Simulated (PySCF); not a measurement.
**Energy of Tc (technetium, neutral) between two integer charges**

The 5s beta orbital of [Kr] 4d5 5s2 is emptied in steps (occupation f), with all orbitals relaxed, ending at [Kr] 4d5 5s1. Computed with PySCF 2.14 in aug-cc-pVTZ-PP with ECP28MDF, with a scalar-relativistic core potential. The exact energy is a straight line in f; departures are measured from the line between the end points of the same method.

| f | UHF (eV) | LDA (eV) | PBE (eV) |
| --- | --- | --- | --- |
| 1 | 0.000 | 0.000 | 0.000 |
| 0.9 | 0.012 | -0.251 | -0.238 |
| 0.7 | 0.027 | -0.589 | -0.557 |
| 0.5 | 0.031 | -0.704 | -0.665 |
| 0.3 | 0.025 | -0.592 | -0.559 |
| 0.1 | 0.010 | -0.253 | -0.232 |
| 0 | 0.000 | 0.000 | 0.000 |

```csv
method,E(f=0) − E(f=1) (eV),−ε at f=1 (eV),−ε at f=0.5 (eV)
UHF,5.536,5.675,5.529
LDA,7.317,4.529,7.308
PBE,6.885,4.253,6.876
```

Orbital energy along the path (eV):

```json
{"f": "1", "UHF": "-5.675", "LDA": "-4.529", "PBE": "-4.253"}
{"f": "0.9", "UHF": "-5.641", "LDA": "-5.076", "PBE": "-4.768"}
{"f": "0.7", "UHF": "-5.582", "LDA": "-6.184", "PBE": "-5.813"}
{"f": "0.5", "UHF": "-5.529", "LDA": "-7.308", "PBE": "-6.876"}
{"f": "0.3", "UHF": "-5.483", "LDA": "-8.442", "PBE": "-7.964"}
{"f": "0.1", "UHF": "-5.442", "LDA": "-9.580", "PBE": "-9.056"}
{"f": "0", "UHF": "-5.423", "LDA": "-10.072", "PBE": "-9.068"}
```

Reference removal energy between the ground levels: 7.119 eV (measured; NIST Atomic Spectra Database, ionization energies). UHF lacks correlation.
